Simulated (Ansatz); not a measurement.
Reaction (silylene formation by 1,1-elimination): `O[SiH](F)I` → `FI` + `O[SiH]`

Program: Ansatz. Geometries: PBE0-D4/def2-TZVP. ΔE: electronic, gas phase. CCSD(T)/CBS is the MP2 limit (def2-TZVPP, def2-QZVPP) plus CCSD(T) − MP2 in def2-TZVPP, frozen cores. This one scheme is used for every species. Functionals use def2-TZVPP. Elements past krypton have def2 core potentials. For I outer-core shells are correlated without core-valence functions, which leaves a few kJ/mol of doubt a bond. One conformer a species, not always the lowest.

`O[SiH](F)I`:

```xyz
6

O    -1.337   -0.048    0.126
Si    0.217    0.272   -0.198
F     0.831    1.269    0.875
I     1.566   -1.746   -0.117
H    -1.557   -0.654    0.836
H     0.280    0.907   -1.520
```

`FI`:

```xyz
2

F     0.951   -0.013   -0.043
I    -0.951    0.013    0.043
```

`O[SiH]`:

```xyz
4

O    -0.299    0.715   -0.058
Si    0.123   -0.882   -0.198
H    -0.967    1.002   -0.687
H     1.143   -0.835    0.944
```

| level | ΔE (kJ/mol) |
| --- | --- |
| LDA (SPW92) | 598.9 |
| PBE0-D4 | 592.9 |
| r2SCANh-D4 | 612.5 |
| HF/def2-TZVPP | 600.8 |

What does CCSD(T)/CBS give? (Best estimate.)

The calculation gave: +588.9 kJ/mol. The listed levels differ from it by 10.0, 4.0, 23.6, 11.9 kJ/mol.

What do rigid-rotor, harmonic-oscillator terms from PBE0-D4/def2-TZVP frequencies (298.15 K, 1 bar) make of the CCSD(T)/CBS value? (An estimate is asked.)

The calculation gave: ΔZPE = -12.4 kJ/mol, ΔH = +579.3 kJ/mol, ΔS = 149 J/(mol·K), ΔG = +535.0 kJ/mol.

Largest T1 diagnostic among the species: 0.016.

At CCSD(T), def2-SVP lies −26.0 kJ/mol from the extrapolated value and def2-TZVPP −4.3 kJ/mol. The D4 term adds +13.8 kJ/mol with B3LYP and +7.3 kJ/mol with PBE0; it sums over pairs of atoms, weighted by their polarisabilities, and B3LYP, whose exchange is more repulsive, gets the larger term. Leaving LDA and LC-ωPBE aside and taking each functional with its dispersion term where it has one, the values, not all of them listed here, spread over 89.9 kJ/mol, from BLYP-D4 to r2SCAN0-D4. LDA lies +47.7 kJ/mol from PBE without D4.

B3LYP here is the variant with VWN-RPA as its local correlation; programs differ in this.
